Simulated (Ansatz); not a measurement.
Gas-phase electronic energies from Ansatz, PBE0-D4/def2-TZVP geometries. CBS: MP2 limit from def2 TZ/QZ plus the TZ coupled-cluster correction, frozen cores. This one scheme is used for every species. DFT in def2-TZVPP. B3LYP here is the variant with VWN-RPA as its local correlation; programs differ in this. For Ge outer-core shells are correlated without core-valence functions, which leaves a few kJ/mol of doubt a bond. Scalar relativity is left out up to krypton. Each species was taken in one conformer, which may not be the lowest.

Reaction (ligand exchange at a Ge–F bond): `C[O][GeH]([F])[F]` + H₂S → `C[O][GeH]([F])[SH]` + H–F

`C[O][GeH]([F])[F]`:

```xyz
9

C    -0.030   -0.055    1.399
O     0.124    0.831    0.299
Ge    0.059    0.246   -1.335
F    -1.435   -0.574   -1.585
F     1.236   -0.994   -1.541
H     0.048    0.543    2.308
H     0.754   -0.817    1.411
H    -1.007   -0.546    1.383
H     0.251    1.367   -2.339
```

H₂S:

Z-matrix (Å, degrees):
```
S
H 1 1.341
H 1 1.341 2 92.3
```

`C[O][GeH]([F])[SH]`:

Cartesian coordinates in Å:
```
C -1.357 -0.552 -0.649
O -0.561 0.597 -0.868
Ge 0.846 0.924 0.123
F 0.299 1.208 1.748
S 2.184 -0.823 0.299
H -0.750 -1.461 -0.582
H -1.950 -0.454 0.266
H -2.036 -0.648 -1.497
H 1.478 2.198 -0.429
H 1.846 -0.989 1.589
```

H–F:

```xyz
2

F    -0.258    0.146    0.352
H     0.258   -0.146   -0.352
```

```csv
level,ΔE (kJ/mol),difference from CCSD(T)/CBS
PBE-D4,13.1,-5.2
r2SCAN-D4,24.0,5.7
PBE0-D4,13.8,-4.5
B3LYP-D4,23.4,5.1
ωB97X-V,28.4,10.1
ωB97M-V,24.7,6.4
B2PLYP,29.3,11.0
PBE,18.2,-0.1
r2SCAN,25.4,7.1
PBE0,18.4,0.1
B3LYP,31.7,13.4
HF/def2-TZVPP,46.5,28.2
MP2/def2-TZVPP,19.4,1.1
SCS-MP2/def2-TZVPP,28.2,9.9
CCSD/def2-TZVPP,28.2,9.9
CCSD(T)/def2-TZVPP,24.5,6.2
HF/def2-QZVPP,49.4,31.1
MP2/def2-QZVPP,16.8,-1.5
SCS-MP2/def2-QZVPP,26.0,7.7
HF/CBS(def2),49.8,31.5
MP2/CBS(def2),13.2,-5.1
CCSD/CBS(def2),22.0,3.7
CCSD(T)/CBS,18.3,0
```

Largest T1 diagnostic among the species: 0.012.

The D4 term adds −8.3 kJ/mol with B3LYP and −4.6 kJ/mol with PBE0; it sums over pairs of atoms, weighted by their polarisabilities, and B3LYP, whose exchange is more repulsive, gets the larger term. In def2-TZVPP, CCSD(T) changes the Hartree–Fock value by −22.0 kJ/mol (the triples alone add −3.6 kJ/mol) and MP2 by −27.2 kJ/mol.
